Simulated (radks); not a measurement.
The hydrogen anion H-, [He], held by a Watson sphere: a shell of charge +1 at radius R that stands for the Madelung well of a crystal (potential energy -1/R inside, -1/r outside, in hartree with lengths in bohr). Method: non-relativistic Kohn-Sham, LDA (Slater exchange, Perdew-Wang correlation), spin-unpolarised, spherical densities, point nucleus; computed with a radial shooting solver on a logarithmic mesh with Libxc functionals. Response by self-consistent Sternheimer equations with the Hartree and adiabatic LDA kernel. The sphere does not respond.

| R (bohr) | e(1s) (eV) | <r> 1s (bohr) | sum of <r^2> (bohr^2) | X-ray form factor at sin(theta)/lambda = 0.3 1/angstrom | alpha (bohr^3) |
|---|---|---|---|---|---|
| 1.61 | -7.780 | 1.682 | 7.485 | 0.383 | 11.50 |
| 1.8 | -7.291 | 1.753 | 8.148 | 0.350 | 13.56 |
| 1.87 | -7.124 | 1.779 | 8.390 | 0.340 | 14.36 |
| 2.11 | -6.601 | 1.860 | 9.209 | 0.313 | 17.29 |
| 2.32 | -6.194 | 1.926 | 9.910 | 0.295 | 20.07 |
| 2.56 | -5.779 | 1.996 | 10.69 | 0.281 | 23.50 |
| 2.79 | -5.421 | 2.057 | 11.42 | 0.272 | 27.03 |
| 2.94 | -5.207 | 2.094 | 11.88 | 0.267 | 29.45 |
